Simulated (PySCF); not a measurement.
C₂H₄, charge +1, doublet, at a GFN2-xTB geometry (a state made from the parent by changing its charge; the spin is typed, not shown lowest); CAMB3LYP/def2-SV(P) (PySCF).

Input for PySCF:
```python
from pyscf import gto, scf, dft

mol = gto.M(
    atom='''
C    -0.652257   -0.040606    0.002958
C     0.652257    0.040606   -0.002958
H    -1.330139    0.738756    0.372842
H    -1.231558   -0.898233   -0.361223
H     1.336772   -0.811258    0.094558
H     1.224925    0.970735   -0.106177
''',
    basis='def2-sv(p)',
    charge=1,
    spin=1,
    verbose=4,
    symmetry=True,
)

mf = dft.UKS(mol)
mf.xc = 'camb3lyp'
mf.kernel()
mf.analyze()
```

Task: Write the output that PySCF gives for this input, abridged.

Result: 
```
PySCF version 2.14.0

[INPUT] verbose = 4
[INPUT] num. atoms = 6
[INPUT] num. electrons = 15
[INPUT] charge = 1
[INPUT] spin (= nelec alpha-beta = 2S) = 1
[INPUT] symmetry True subgroup None
[INPUT] Mole.unit = angstrom
[INPUT] Symbol           X                Y                Z      unit          X                Y                Z       unit  Magmom
[...]
nuclear repulsion = 33.4353859177988
point group symmetry = D2
symmetry origin: [-2.77555756e-17  0.00000000e+00 -1.73472348e-18]
symmetry axis x: [ 0.06069949 -0.98622917 -0.15384274]
symmetry axis y: [ 0.99805758  0.0621336  -0.00452659]
symmetry axis z: [ 0.01402306 -0.15326915  0.98808498]
num. orbitals of irrep A = 10
num. orbitals of irrep B1 = 8
num. orbitals of irrep B2 = 10
num. orbitals of irrep B3 = 8
number of shells = 20
number of NR pGTOs = 64
number of NR cGTOs = 36
basis = def2-sv(p)
ecp = {}

******** <class 'pyscf.dft.uks_symm.SymAdaptedUKS'> ********
method = SymAdaptedUKS
initial guess = minao
damping factor = 0
level_shift factor = 0
DIIS = <class 'pyscf.scf.diis.CDIIS'>
diis_start_cycle = 1
diis_space = 8
diis_damp = 0
SCF conv_tol = 1e-09
SCF conv_tol_grad = None
SCF max_cycles = 50
direct_scf = True
direct_scf_tol = 1e-13
number electrons alpha = 8  beta = 7
XC library pyscf.dft.libxc version 7.1.2
    S. Lehtola, C. Steigemann, M. J. T. Oliveira, and M. A. L. Marques,  SoftwareX 7, 1–5 (2018)
XC functionals = camb3lyp
    T. Yanai, D. P. Tew, and N. C. Handy,  Chem. Phys. Lett. 393, 51 (2004)
radial grids:
    Treutler-Ahlrichs [JCP 102, 346 (1995); DOI:10.1063/1.469408] (M4) radial grids

becke partition: Becke, JCP 88, 2547 (1988); DOI:10.1063/1.454033
pruning grids: <function nwchem_prune>
grids dens level: 3
symmetrized grids: True
atomic radii adjust function: <function treutler_atomic_radii_adjust>
small_rho_cutoff = 0
Freeze 0 electrons in irreps []
    15 free electrons in irreps A B1 B2 B3
Set gradient conv threshold to 3.16228e-05
tot grids = 67472
init E= -78.4916866481932

cycle= 1 E= -78.0568598811213  delta_E= 0.435  |g|= 0.16  |ddm|= 1.53
cycle= 2 E= -78.0733716555204  delta_E= -0.0165  |g|= 0.0905  |ddm|= 0.312
cycle= 3 E= -78.0782113074489  delta_E= -0.00484  |g|= 0.0152  |ddm|= 0.097
cycle= 4 E= -78.0785137962934  delta_E= -0.000302  |g|= 0.00429  |ddm|= 0.029
cycle= 5 E= -78.0785902383048  delta_E= -7.64e-05  |g|= 0.00242  |ddm|= 0.0114
cycle= 6 E= -78.0786199642549  delta_E= -2.97e-05  |g|= 0.000752  |ddm|= 0.00986
cycle= 7 E= -78.0786228806451  delta_E= -2.92e-06  |g|= 0.000137  |ddm|= 0.00366
cycle= 8 E= -78.0786229427587  delta_E= -6.21e-08  |g|= 2.11e-05  |ddm|= 0.000463
cycle= 9 E= -78.0786229442021  delta_E= -1.44e-09  |g|= 4.67e-06  |ddm|= 6.79e-05
cycle= 10 E= -78.0786229442625  delta_E= -6.04e-11  |g|= 6.39e-07  |ddm|= 1.69e-05
Extra cycle  E= -78.0786229442632  delta_E= -6.82e-13  |g|= 2.54e-07  |ddm|= 1.14e-06
converged SCF energy = -78.0786229442632  <S^2> = 0.75464635  2S+1 = 2.004641
**** SCF Summaries ****
Total Energy =                         -78.078622944263188
Nuclear Repulsion Energy =              33.435385917798769
One-electron Energy =                 -165.084987668622432
Two-electron Energy =                   53.570978806560476
Two-electron Coulomb Energy =           65.488336746083675
DFT Exchange-Correlation Energy =      -11.917357939523196
Wave-function symmetry = B1
alpha occupancy for each irrep:      A   B1   B2   B3
                                     3    2    2    1
beta  occupancy for each irrep:      A   B1   B2   B3
                                     3    1    2    1
**** MO energy ****
alpha MO #1 (A #1), energy= -10.6047864624075 occ= 1
alpha MO #2 (B2 #1), energy= -10.6038206024797 occ= 1
alpha MO #3 (A #2), energy= -1.18609203054974 occ= 1
alpha MO #4 (B2 #2), energy= -0.967076674881204 occ= 1
alpha MO #5 (B3 #1), energy= -0.845690694553417 occ= 1
alpha MO #6 (A #3), energy= -0.831164393860429 occ= 1
alpha MO #7 (B1 #1), energy= -0.741424792878274 occ= 1
[...]
alpha MO #13 (B1 #3), energy= 0.000880748813554377 occ= 0
alpha MO #14 (B2 #4), energy= 0.115230661070714 occ= 0
alpha MO #15 (A #5), energy= 0.148306501400129 occ= 0
alpha MO #16 (B3 #4), energy= 0.214460190950073 occ= 0
alpha MO #17 (B1 #4), energy= 0.244841648523098 occ= 0
alpha MO #18 (A #6), energy= 0.272724372866647 occ= 0
alpha MO #19 (B3 #5), energy= 0.33133928267951 occ= 0
alpha MO #20 (B2 #5), energy= 0.339204829052594 occ= 0
alpha MO #21 (B2 #6), energy= 0.461173724427436 occ= 0
alpha MO #22 (A #7), energy= 0.462500151500019 occ= 0
alpha MO #23 (B3 #6), energy= 0.472397559798473 occ= 0
alpha MO #24 (B1 #5), energy= 0.490835984892958 occ= 0
alpha MO #25 (B2 #7), energy= 0.598549939533427 occ= 0
alpha MO #26 (B1 #6), energy= 0.679609358840101 occ= 0
alpha MO #27 (B1 #7), energy= 1.26420167082579 occ= 0
alpha MO #28 (B2 #8), energy= 1.29440193088857 occ= 0
alpha MO #29 (A #8), energy= 1.40046297413907 occ= 0
alpha MO #30 (B3 #7), energy= 1.59862735067209 occ= 0
alpha MO #31 (A #9), energy= 1.6997343633307 occ= 0
alpha MO #32 (A #10), energy= 1.77857718950936 occ= 0
alpha MO #33 (B2 #9), energy= 1.84564530271948 occ= 0
alpha MO #34 (B3 #8), energy= 2.13101177995069 occ= 0
alpha MO #35 (B1 #8), energy= 2.40005134478778 occ= 0
alpha MO #36 (B2 #10), energy= 2.44473151438719 occ= 0
beta  MO #1 (A #1), energy= -10.5975106814332 occ= 1
beta  MO #2 (B2 #1), energy= -10.596611654283 occ= 1
beta  MO #3 (A #2), energy= -1.1529865599996 occ= 1
beta  MO #4 (B2 #2), energy= -0.947060474906337 occ= 1
beta  MO #5 (B3 #1), energy= -0.826004764639166 occ= 1
beta  MO #6 (A #3), energy= -0.819250900821903 occ= 1
beta  MO #7 (B1 #1), energy= -0.728924825930957 occ= 1
beta  MO #8 (B1 #2), energy= -0.416160160578753 occ= 0
beta  MO #9 (B3 #2), energy= -0.228040103588061 occ= 0
beta  MO #10 (A #4), energy= -0.0909851426242669 occ= 0
beta  MO #11 (B3 #3), energy= -0.082212994504426 occ= 0
beta  MO #12 (B2 #3), energy= -0.0693535440812307 occ= 0
beta  MO #13 (B1 #3), energy= 0.00492209298018109 occ= 0
beta  MO #14 (B2 #4), energy= 0.123567062148153 occ= 0
beta  MO #15 (A #5), energy= 0.159518425736651 occ= 0
beta  MO #16 (B3 #4), energy= 0.223684530887595 occ= 0
beta  MO #17 (B1 #4), energy= 0.276965266441582 occ= 0
beta  MO #18 (A #6), energy= 0.281095949005996 occ= 0
beta  MO #19 (B2 #5), energy= 0.353077365488551 occ= 0
beta  MO #20 (B3 #5), energy= 0.35921893685405 occ= 0
beta  MO #21 (B2 #6), energy= 0.47396760452178 occ= 0
beta  MO #22 (A #7), energy= 0.474269257725995 occ= 0
beta  MO #23 (B3 #6), energy= 0.477028310939006 occ= 0
beta  MO #24 (B1 #5), energy= 0.500963404463288 occ= 0
beta  MO #25 (B2 #7), energy= 0.60950067544858 occ= 0
beta  MO #26 (B1 #6), energy= 0.687302727951906 occ= 0
beta  MO #27 (B1 #7), energy= 1.29684904098249 occ= 0
beta  MO #28 (B2 #8), energy= 1.3332850890339 occ= 0
beta  MO #29 (A #8), energy= 1.43412986558709 occ= 0
beta  MO #30 (B3 #7), energy= 1.61375929942952 occ= 0
beta  MO #31 (A #9), energy= 1.74623680310776 occ= 0
beta  MO #32 (A #10), energy= 1.78775859627193 occ= 0
beta  MO #33 (B2 #9), energy= 1.87946958374312 occ= 0
beta  MO #34 (B3 #8), energy= 2.15880089349559 occ= 0
beta  MO #35 (B1 #8), energy= 2.41274724628736 occ= 0
beta  MO #36 (B2 #10), energy= 2.45752527202781 occ= 0
 ** Mulliken pop alpha/beta on meta-lowdin orthogonal AOs **
 ** Mulliken pop       alpha | beta **
[...]
In total             8.00000 | 7.00000
 ** Mulliken atomic charges   ( Nelec_alpha | Nelec_beta ) **
charge of  0C =      0.08367  (     3.19309      2.72324 )
charge of  1C =      0.08367  (     3.19309      2.72324 )
charge of  2H =      0.20817  (     0.40345      0.38838 )
charge of  3H =      0.20817  (     0.40345      0.38838 )
charge of  4H =      0.20817  (     0.40345      0.38838 )
charge of  5H =      0.20817  (     0.40345      0.38838 )

WARN: System has nonzero charge 1; the dipole moment is origin-dependent.
Location of origin: [0. 0. 0.]

Dipole moment(X, Y, Z, Debye):  0.00000,  0.00000,  0.00000
```
